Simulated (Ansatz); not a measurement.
`[OH][Ge]([F])([F])[F]` + HCl → `[F][Ge]([F])([F])[Cl]` + H₂O at 298.15 K and 1 bar (ligand exchange at a Ge–O bond).

Program: Ansatz. Geometries: PBE0-D4/def2-TZVP. ΔE: electronic, gas phase. CBS: MP2 limit from def2 TZ/QZ plus the TZ coupled-cluster correction, frozen cores. This one scheme is used for every species. For Ge outer-core shells are correlated without core-valence functions, which leaves a few kJ/mol of doubt a bond. Scalar relativity is left out up to krypton. Each species was taken in one conformer, which may not be the lowest.

```tsv
species	CCSD(T)/CBS energy (Eh)	H − E (kJ/mol)	S (J/(mol·K))
`[OH][Ge]([F])([F])[F]`	-2451.40975	74.5	340.5
HCl	-460.38127	26.6	186.8
`[F][Ge]([F])([F])[Cl]`	-2835.42086	41.4	326.2
H₂O	-76.37941	66.4	188.7
```

H − E and S are ideal-gas, rigid-rotor, harmonic terms from PBE0-D4/def2-TZVP, for one conformer and one mirror image of each species. 1 Eh = 2625.50 kJ/mol, R = 8.31446 J/(mol·K).

Question: By hand: ΔE, ΔH, ΔS and ΔG.

Answer: ΔE = (-2835.42086) + (-76.37941) − (-2451.40975) − (-460.38127) = -0.00925 Eh = -24.3 kJ/mol. Δ(H − E) = 41.4 + 66.4 − 74.5 − 26.6 = 6.7, so ΔH = -17.6 kJ/mol. ΔS = 326.2 + 188.7 − 340.5 − 186.8 = -12.4 J/(mol·K). ΔG = -17.6 − 298.15 × (-12.4)/1000 = -13.9 kJ/mol.

Question: By hand: the equilibrium constant, and the temperature at which ΔG would vanish if ΔH and ΔS stayed fixed.

Answer: log₁₀ K = −ΔG/(RT ln 10) = 2.4. ΔG = 0 at ΔH/ΔS = 1419 K, though so small a ΔS makes that figure unsure.

The number of gas molecules stays the same, so ΔS is small and ΔH decides. A doubt of 5 kJ/mol in ΔE shifts log₁₀ K by 0.9 here. Other conformers and mirror images would add mixing entropy, several J/(mol·K) or more a flexible species. These are equilibria of isolated gas molecules and say nothing of rates. Largest T1 diagnostic: 0.012 (customary marks: 0.02 for closed shells, 0.045 for open ones).
